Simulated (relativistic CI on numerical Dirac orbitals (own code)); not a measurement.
Method of calculation: Dirac-Coulomb-Breit CI, KLI orbitals optimised for each configuration, model QED (radiative potential, 1s self-energy scaled to tabulated hydrogen-like ionisation energies), unscaled Slater integrals (own radial code, finite nucleus).

Configuration list (outside the closed core 1s2): 2s²2p⁵, 2s2p⁶, 2p⁶3s, 2p⁶3p, 2p⁶3d, 2s²2p⁴3s, 2s²2p⁴3p, 2s²2p⁴3d, 2s2p⁵3s, 2s2p⁵3p, 2s2p⁵3d, 2s²2p⁴4s, 2s²2p⁴4p, 2s²2p⁴4d, 2s²2p⁴4f, 2s2p⁵4s, 2s2p⁵4p, 2s2p⁵4d, 2s2p⁵4f, 2s²2p³3s², 2s²2p⁴5s, 2s²2p⁴5p, 2s²2p³3s3p, 2s²2p⁴5d, 2s²2p⁴5f, 2s²2p⁴5g, 2s²2p³3p², 2s²2p³3s3d, 2s²2p³3p3d, 2s2p⁴3s², 2s²2p³3d², 2s2p⁴3s3p, 2s2p⁵5s, 2s2p⁵5p, 2s2p⁴3p², 2s2p⁴3s3d. Levels of other configurations are missing.

At this charge energies of transitions that change n are usually good to better than 1 %, and those within a shell (Δn = 0) to a few per cent.

Outline of the computed level scheme of Sr XXX. Lowest level of each configuration: 2s²2p⁵ ²P°3/2 at 0.00 eV; 2s2p⁶ ²S1/2 at 265.43 eV; 2s²2p⁴3s ⁴P5/2 at 1951.00 eV; 2s²2p⁴3p ⁴P°3/2 at 2003.90 eV; 2s²2p⁴3d ⁴D5/2 at 2087.30 eV.

Some strong electric-dipole decays among the lowest 45 levels: 2s²2p⁴3d ²D5/2 → 2s²2p⁵ ²P°3/2 (5.5e+13 s⁻¹); 2s²2p⁴3d ²D5/2 → 2s²2p⁵ ²P°3/2 (4.5e+13 s⁻¹); 2s²2p⁴3d ⁴P1/2 → 2s²2p⁵ ²P°3/2 (3.9e+13 s⁻¹); 2s²2p⁴3d ²D3/2 → 2s²2p⁵ ²P°3/2 (3.7e+13 s⁻¹); 2s²2p⁴3d ²D3/2 → 2s²2p⁵ ²P°3/2 (3.6e+13 s⁻¹); 2s²2p⁴3d ⁴F5/2 → 2s²2p⁵ ²P°3/2 (2.9e+13 s⁻¹); 2s²2p⁴3s ²P3/2 → 2s²2p⁵ ²P°3/2 (1.2e+13 s⁻¹); 2s²2p⁴3s ²D3/2 → 2s²2p⁵ ²P°1/2 (7.8e+12 s⁻¹).

LS names give the leading component of a level, which can be under half, so a name can repeat, a term be missing and a line seem to break the LS rules.
